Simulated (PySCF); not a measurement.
Distorted geometries of Bi(BH4)3

Bi(BH4)3 (singlet). PySCF 2.14.0, RKS TPSS, Bi def2-SVP with ECP60, B def2-SVP, H def2-SVP; non-relativistic Hamiltonian with scalar-relativistic core potentials where named; density fitting; no spin-orbit coupling. Relaxed geometry:

```xyz
16

Bi    0.0000    0.0000    0.6448
B     2.4207    0.0083   -0.0478
H     3.2333    0.1220   -0.9451
H     2.6017   -0.8829    0.7671
H     1.4275   -0.3412   -0.8263
H     2.1816    1.1080    0.4683
B    -1.2175    2.0922   -0.0478
H    -1.7223    2.7391   -0.9451
H    -0.5362    2.6946    0.7671
H    -0.4182    1.4069   -0.8263
H    -2.0504    1.3353    0.4683
B    -1.2031   -2.1005   -0.0478
H    -1.5110   -2.8611   -0.9451
H    -2.0655   -1.8117    0.7671
H    -1.0093   -1.0656   -0.8263
H    -0.1312   -2.4433    0.4683
```

Order these distorted geometries by energy above the relaxed one, lowest first.
A.
```xyz
16

Bi    0.0146   -0.0246    0.6336
B     2.4053    0.0288   -0.0302
H     3.2042    0.2360   -1.0519
H     2.5912   -0.9095    0.7791
H     1.4701   -0.2942   -0.8183
H     2.1934    1.0210    0.4214
B    -1.2324    2.0381   -0.0586
H    -1.7648    2.7662   -0.9301
H    -0.5767    2.6894    0.8069
H    -0.3548    1.4209   -0.7955
H    -2.0091    1.3496    0.4659
B    -1.2000   -2.1460   -0.0385
H    -1.5271   -2.7565   -1.0067
H    -2.1116   -1.8470    0.7905
H    -0.9174   -1.0472   -0.8240
H    -0.1848   -2.5249    0.5500
```
B.
```xyz
16

Bi    0.0745   -0.0103    0.6620
B     2.5243    0.0403    0.0158
H     3.3162    0.0753   -0.8215
H     2.5089   -0.9995    0.8499
H     1.4385   -0.4981   -0.7888
H     2.1599    1.3896    0.4965
B    -1.2880    2.3425    0.0478
H    -1.6200    2.5924   -1.1018
H    -0.5330    2.6122    0.5288
H    -0.4870    1.1286   -0.7283
H    -2.2510    1.3007    0.1938
B    -1.4235   -2.2682    0.2054
H    -1.2884   -2.7610   -0.9383
H    -1.8502   -1.3932    0.7372
H    -0.9475   -1.1670   -0.7557
H    -0.3336   -2.3844    0.2907
```
C.
```xyz
16

Bi   -0.1885   -0.0136    0.6392
B     2.4377   -0.0447    0.0149
H     3.3185    0.0115   -1.1490
H     2.6664   -1.2439    0.8764
H     1.2920   -0.1262   -0.7171
H     2.1289    1.1224    0.5465
B    -1.4829    2.0348   -0.1747
H    -1.6890    2.6444   -1.0435
H    -0.4364    2.9733    1.0264
H    -0.2966    1.4920   -0.8625
H    -2.1422    1.2710    0.5645
B    -1.1609   -2.0311    0.1379
H    -1.5251   -2.8713   -1.1544
H    -2.0774   -2.0019    0.8396
H    -0.8807   -1.0554   -1.0057
H     0.0363   -2.1614    0.3551
```

A (0.52 eV), C (5.32 eV), B (5.83 eV).

Which forces (eV/Å) act in the one that lies 5.32 eV up?


```
Bi   1.56  2.44  0.47
B    1.02 -0.51 -0.18
H   -1.93 -0.08  2.40
H   -0.71  2.69 -1.76
H    0.40 -0.70 -0.17
H    1.13 -1.37 -0.20
B    4.29 -0.87  4.72
H   -1.58  2.29 -3.02
H   -1.83 -1.66 -1.90
H   -1.40 -0.13  1.11
H   -0.11  0.51 -0.82
B    0.54 -2.39 -6.31
H    0.89  1.50  2.71
H   -0.87  0.47  0.94
H   -1.15 -0.90  1.45
H   -0.25 -1.28  0.56
```
Forces carry noise of the integration grid, about 0.01 to 0.03 eV/Å.

No frequency check is given that shows the relaxed geometry to be a minimum.
